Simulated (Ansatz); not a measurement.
Cost and result for the atomization energy of FGeH₇N₂OSi (`[NH2][GeH2][O][SiH](N)F`) (13 atoms, 12 bonds).

Z-matrix (Å, degrees):
```
Ge
O 1 1.800
N 1 1.819 2 112.8
H 1 1.534 2 106.0 3 119.1
H 1 1.530 2 104.9 3 -119.2
Si 2 1.612 1 128.7 3 -28.7
H 3 1.011 1 114.7 2 -67.0
H 3 1.012 1 113.4 2 58.9
N 6 1.711 2 109.9 1 -42.3
F 6 1.599 2 112.3 1 73.0
H 6 1.477 2 107.6 1 -170.7
H 9 1.008 6 119.2 2 160.5
H 9 1.008 6 119.6 2 -58.1
```

Total charge 0; spin multiplicity 1. Correlated methods include outer-core shells of Ge, which these sets cover unevenly. Scalar relativity is left out up to krypton. The geometry is a stationary point of PBE0-D4/def2-TZVP. It is one conformer, not always the lowest. Program: Ansatz. All runs use 2 threads of an AMD EPYC 7R13 on a shared host and a share of an NVIDIA H100 80 GB. Times are those of one run each, without the atoms' runs, and a repeat can differ threefold. Electronic energies, without spin–orbit coupling; frozen cores. CCSD(T)/CBS adds CCSD(T) − MP2 in def2-TZVPP to the MP2 limit, and its time is that of the two runs behind it. T1 = 0.012. With those shells the extrapolation isn't a true limit. B3LYP takes the VWN-RPA correlation (the form of Gaussian; ORCA's B3LYP/G).

CCSD(T)/CBS is a level of theory with its own doubt, some kJ/mol a heavy atom from the limit and from the frozen cores, so smaller differences don't rank the functionals.

```csv
level,functions,wall time,atomization (kcal/mol),difference from CCSD(T)/CBS,per bond
PBE-D4/def2-TZVPP (with forces),312,5.5 s,1116.4,2.3,0.2
PBE0-D4/def2-TZVPP,312,5.5 s,1093.6,-20.5,-1.7
B3LYP-D4/def2-TZVPP (with forces),312,6.5 s,1105.3,-8.8,-0.7
B2PLYP/def2-TZVPP,312,6.5 s,1095.3,-18.8,-1.6
r2SCAN-D4/def2-TZVPP (with forces),312,7 s,1103.7,-10.4,-0.9
MP2/def2-QZVPP,597,9 s,1119.8,5.7,0.5
ωB97X-V/def2-TZVPP,312,11 s,1115.0,0.9,0.1
ωB97M-V/def2-TZVPP (with forces),312,12 s,1110.0,-4.1,-0.3
CCSD(T)/def2-TZVPP,312,17 s,1079.8,-34.3,-2.9
CCSD(T)/CBS(def2),–,26 s,1114.1,0.0,0.0
```

In def2-TZVPP, CCSD(T) changes the Hartree–Fock value by +308.8 kcal/mol (the triples alone add +16.8 kcal/mol) and MP2 by +328.1 kcal/mol; breaking electron pairs costs correlation energy, which Hartree–Fock lacks. The D4 term adds +12.0 kcal/mol with B3LYP and +6.4 kcal/mol with PBE0; it sums over pairs of atoms, weighted by their polarisabilities, and B3LYP, whose exchange is more repulsive, gets the larger term. From PBE to PBE0 (25 % exact exchange), in def2-TZVPP and without D4, the atomization energy moves by −21.7 kcal/mol: exact exchange takes away binding that semilocal exchange gives to molecules.
